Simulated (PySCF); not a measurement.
GeO(OH)2, singlet: structure and spectrum

All numbers come from PBE0/[Ge def2-TZVP, O def2-TZVP, H def2-TZVP], no relativity, density fitting, PySCF.

The structure is a minimum.

```xyz
6
charge 0 multiplicity 1, angstrom
Ge    0.0000    0.0000    0.0834
O     0.0000    0.0000    1.7148
O     1.3203   -0.2874   -1.0160
O    -1.3203    0.2874   -1.0160
H     2.1355   -0.4648   -0.5346
H    -2.1355    0.4648   -0.5346
```

* Point group: C2v
* Bond lengths: Ge–O 1.631 Å, Ge–O 1.742 Å (×2), O–H 0.963 Å (×2)
* Bond angles: Ge–O–H 110.9° (×2), O–Ge–O 101.7°, O–Ge–O 129.1° (×2)
* Atomisation energy without zero-point energy: 2089 kJ/mol
* Rotational symmetry number: 2
* Dipole moment: 1.41 D
* Enthalpy at 298.15 K above 0 K: 16.37 kJ/mol
* Entropy at 298.15 K and 1 bar: 303.1 J/(mol K)
* Highest occupied level: -8.27 eV
* Principal polarisabilities: 26.3, 38.9, 41.2 bohr³
* Lowest empty level: -1.62 eV
* Heat capacity Cp at 298.15 K: 79.2 J/(mol K)
* Rotational constants: 0.2478, 0.2078, 0.113 cm⁻¹
* Principal quadrupole moments (Buckingham, traceless) about the centre of mass: -17.55, 3.07, 14.48 D Å
* Zero-point energy: 81.7 kJ/mol

Harmonic modes (masses in u: Ge 73.921, O 15.995, H 1.008):
| symmetry | ω (cm⁻¹) | IR (km/mol) |
| --- | --- | --- |
| b2 | 224 | 68.7 |
| b1 | 229 | 26.6 |
| a1 | 242 | 0.1 |
| a2 | 378 | 0.0 |
| b1 | 433 | 225 |
| a1 | 743 | 29.6 |
| b2 | 769 | 138 |
| b2 | 931 | 46.9 |
| a1 | 976 | 52.6 |
| a1 | 1002 | 185 |
| b2 | 3864 | 231 |
| a1 | 3866 | 0.5 |

In C2v the vibrations span 4b2 + 2b1 + 5a1 + a2. Here b1 is antisymmetric to the molecular plane and b2 lies in it. The a2 mode carries no infrared intensity, as symmetry demands.

Charges (e):
```tsv
atom	Mulliken	Löwdin	polar tensor	Mayer order to Ge1
Ge1	0.88	0.35	1.63	–
O2	-0.54	-0.34	-0.73	2.00
O3,4	-0.51	-0.19	-0.74	1.15
H5,6	0.34	0.18	0.30	0.03
```
Other Mayer orders above 0.3: O–H 0.87 (×2).

Mulliken populations on Ge1: s 6.98, p 13.53, d 10.49, f 0.12.

Outer orbital energies (eV). occupied: -14.20, -12.84, -11.75, -11.26, -10.26, -9.97, -8.53, -8.27; empty: -1.62, -0.67, 0.92, 1.57.

Only a few start shapes were tried, so a lower isomer may exist.

The final relaxation and frequency run took 77 s on 4 threads of a shared Arm Neoverse V2 host, with 153 basis functions and 19 gradients; the process peaked at 2 GiB.
